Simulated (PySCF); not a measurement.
Harmonic spectrum computed at PBE0 in the def2-TZVP basis family (core potentials from Rb on, PySCF, no spin–orbit coupling):

```csv
ω (cm⁻¹),IR (km/mol)
527,144
576,129
603,61.5
811,26.0
1663,530
3891,62.6
```

Which molecule gave it? In each, all ligands are bound to the one heavy central atom.
A. HP(OH) (doublet)
B. HGe(OH) (singlet)
C. HSn(OH) (singlet)
D. HSi(OH) (singlet)

C. It has Cs symmetry with O–H 0.960 Å, Sn–H 1.795 Å, Sn–O 1.981 Å.
